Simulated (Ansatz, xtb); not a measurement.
# C4H4Cl3NO: which of two isomers lies lower

Structure X: `NC(=O)/C=C/C(Cl)(Cl)Cl`, a singlet. Structure Y: `C=C(C(N)=O)C(Cl)(Cl)Cl`, a singlet. Both are isolated molecules in the gas phase, relaxed with r2SCAN-D4/def2-SVP; the shapes shown needn't be the lowest conformers.

X (Å):

```xyz
13

C    -2.2034    0.9860   -1.7509
C    -1.5438   -0.3398   -1.9695
C    -0.9094   -0.9201   -0.9443
C    -0.1973   -2.2294   -0.9625
Cl   -0.2357   -3.0504   -2.5497
Cl   -0.9606   -3.3012    0.2673
Cl    1.5183   -1.9424   -0.4957
N    -2.8210    1.4885   -2.8583
O    -2.1892    1.5655   -0.6775
H    -2.8332    1.0018   -3.7444
H    -3.2909    2.3829   -2.7813
H    -1.5831   -0.8208   -2.9522
H    -0.8932   -0.4050    0.0240
```

Y (Å):

```yaml
atoms:
  - { symbol: C, position_ang: [-2.0584, -0.6311, -1.5494] }
  - { symbol: C, position_ang: [-1.2293, -0.4219, -0.5171] }
  - { symbol: C, position_ang: [-1.1202, 0.9521, 0.1253] }
  - { symbol: C, position_ang: [-0.4056, -1.5125, 0.1277] }
  - { symbol: Cl, position_ang: [-0.3558, -3.0123, -0.8607] }
  - { symbol: Cl, position_ang: [1.2884, -0.9130, 0.3011] }
  - { symbol: Cl, position_ang: [-1.0632, -1.9198, 1.7360] }
  - { symbol: N, position_ang: [-1.0102, 1.9655, -0.7833] }
  - { symbol: O, position_ang: [-1.1748, 1.1310, 1.3250] }
  - { symbol: H, position_ang: [-2.1845, -1.6200, -1.9955] }
  - { symbol: H, position_ang: [-2.6514, 0.1971, -1.9469] }
  - { symbol: H, position_ang: [-0.7306, 1.7826, -1.7386] }
  - { symbol: H, position_ang: [-0.8836, 2.9016, -0.4129] }
```

Q: Estimate which is lower in electronic energy at CCSD(T)/def2-SVP + ΔMP2/def2-TZVPP, and by roughly how much.

A: The CCSD(T)/def2-SVP + ΔMP2/def2-TZVPP calculation puts structure X lower, by 18.3 kJ/mol.

Level by level:

```csv
level,geometry,E(Y) − E(X) (kJ/mol),departure from the last row (kJ/mol),"job, with rough time for the two"
GFN2-xTB,GFN2-xTB,+10.4,−7.9,"optimisation, 0.24 s"
HF/STO-3G,GFN2-xTB,+24.1,+5.8,"single point, 0.78 s"
r2SCAN-D4/def2-SVP//GFN2-xTB,GFN2-xTB,+23.9,+5.5,"single point, 6.6 s"
r2SCAN-D4/def2-SVP,r2SCAN-D4/def2-SVP,+22.2,+3.9,"optimisation, 77 s"
HF/def2-SVP,r2SCAN-D4/def2-SVP,+30.6,+12.3,part of the CCSD(T) run
MP2/def2-SVP,r2SCAN-D4/def2-SVP,+13.2,−5.1,part of the CCSD(T) run
CCSD(T)/def2-SVP,r2SCAN-D4/def2-SVP,+14.1,−4.3,single point
CCSD(T)/def2-SVP + ΔMP2/def2-TZVPP,r2SCAN-D4/def2-SVP,+18.3,,"single point, 3 min"
```

As drawn, both hold the same kinds of bond in the same numbers.

The levels shown agree on the order. The largest departure from CCSD(T)/def2-SVP + ΔMP2/def2-TZVPP is that of HF/def2-SVP, 12.3 kJ/mol. The last row adds to CCSD(T) the change of the MP2 difference between the two basis sets, here +4.3 kJ/mol.

With thermal terms from frequencies at re-optimised GFN2-xTB minima (ideal gas, soft modes damped towards free rotors, one conformer each, 298.15 K, 1 atm): the zero-point term adds 0.0 kJ/mol; ΔH is +18.0 and ΔG +20.4 kJ/mol.

The correlated steps freeze 21 core orbitals. Run with Ansatz 0.2.0, xtb 6.7.1; the last row on 4 threads of Arm Neoverse V1 on a shared host.
